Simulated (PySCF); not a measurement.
# Dipole response of Pd+ (palladium, charge +1)

[Kr] 4d8 5s1, high-spin 4F determinant (an excited configuration). All numbers are calculated (PySCF 2.14, the spin-free X2C one-electron Hamiltonian (Gaussian nucleus), in aug-cc-pVTZ-DK (9s8p6d3f2g, 102 functions)). Coupled (time-dependent) response in atomic units; α is the mean over directions.

| method | mean α (bohr³) | C₆ (like pair) | S(−4) |
| --- | --- | --- | --- |
| PBE0 | 27.33 | 176.4 | 493.9 |

S(−4) is the Cauchy moment in α(ω) = α(0) + S(−4) ω² + …

Spin-orbit coupling is absent.

α(iu) at PBE0:

```csv
u (hartree),α(iu) (bohr³)
0,27.33
0.0500,26.16
0.100,23.34
0.200,17.16
0.300,12.88
0.500,8.424
0.750,5.866
1.00,4.457
1.50,2.892
2.00,2.041
3.00,1.168
5.00,0.5200
```

For an ion, C₆ is the dispersion term alone; charge-induced terms of lower order in 1/R come first.
